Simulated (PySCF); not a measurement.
Continuum solvent and chemical shifts

Molfile (atoms numbered from 1):
```
C2H8N2Si2
     RDKit          3D

 14 13  0  0  0  0  0  0  0  0999 V2000
    0.2782    2.9447    0.7074 C   0  0  0  0  0  0  0  0  0  0  0  0
    0.7807    1.8635    0.4587 C   0  0  0  0  0  0  0  0  0  0  0  0
    1.5371    0.2146    0.1019 Si  0  0  0  0  0  4  0  0  0  0  0  0
    0.7290   -1.0765    0.9325 N   0  0  0  0  0  0  0  0  0  0  0  0
   -0.8754   -1.6235    0.5357 Si  0  0  0  0  0  4  0  0  0  0  0  0
   -1.5873   -0.3546   -0.3826 N   0  0  0  0  0  0  0  0  0  0  0  0
   -0.1574    3.9036    0.9266 H   0  0  0  0  0  0  0  0  0  0  0  0
    1.5264    0.0247   -1.3743 H   0  0  0  0  0  0  0  0  0  0  0  0
    2.9438    0.2631    0.5981 H   0  0  0  0  0  0  0  0  0  0  0  0
    1.1518   -1.4028    1.7959 H   0  0  0  0  0  0  0  0  0  0  0  0
   -1.5342   -1.9887    1.8321 H   0  0  0  0  0  0  0  0  0  0  0  0
   -0.9330   -2.8222   -0.3576 H   0  0  0  0  0  0  0  0  0  0  0  0
   -1.7262    0.5803   -0.0171 H   0  0  0  0  0  0  0  0  0  0  0  0
   -2.1384   -0.5376   -1.2110 H   0  0  0  0  0  0  0  0  0  0  0  0
  1  2  3  0
  2  3  1  0
  3  4  1  0
  4  5  1  0
  5  6  1  0
  1  7  1  0
  3  8  1  0
  3  9  1  0
  4 10  1  0
  5 11  1  0
  5 12  1  0
  6 13  1  0
  6 14  1  0
M  END
```

GIAO PBE0/pcSseg-1 in PySCF 2.14 on one PBE0-D3(BJ)/def2-SVP conformer, non-relativistic, equivalent nuclei averaged. Solvents enter as an IEF-PCM continuum (dichloromethane with ε = 8.9, dimethylsulfoxide with ε = 46.8) around the gas-phase geometry. Shifts are referred to TMS computed in the same medium.

Gas phase, δ in ppm: C1 100.2, C2 92.9, Si5 -35.7, Si3 -65.3, H11/H12 5.12, H8/H9 4.81, H7 2.30, H13/H14 1.02, H10 0.25. Dipole moment 1.25 D.

(1) How does each δ change in the continuum?

(2) Which of the listed nuclei move most (in ppm), and what does the model miss? (N and O are left out, as their reference compounds move with the solvent too.)

## Answers

(1) 
| atoms | environment | Δδ, dichloromethane | Δδ, dimethylsulfoxide |
| --- | --- | --- | --- |
| C1 | terminal alkyne carbon | +3.7 | +4.4 |
| C2 | alkyne carbon | +0.2 | +0.1 |
| Si5 | silicon bonded to 2 N, 2 H | -0.4 | -0.4 |
| Si3 | silicon bonded to C, N, 2 H | -1.0 | -1.2 |
| H11/H12 | hydrogen on a silicon bonded to 2 N | -0.08 | -0.09 |
| H8/H9 | hydrogen on a silicon bonded to C, N | -0.05 | -0.06 |
| H7 | hydrogen on a terminal alkyne carbon | +0.44 | +0.52 |
| H13/H14 | hydrogen on a nitrogen bonded to Si | +0.30 | +0.35 |
| H10 | hydrogen on a nitrogen bonded to 2 Si | +0.53 | +0.62 |

Changes are relative to the gas phase. The dipole moment becomes 1.52 D in dichloromethane, 1.58 D in dimethylsulfoxide.

(2) C1 (terminal alkyne carbon, +4.4 ppm) in dimethylsulfoxide. A continuum only polarises the solute; specific hydrogen bonds, the anisotropy of aromatic solvents and changes of geometry or conformer are outside it.
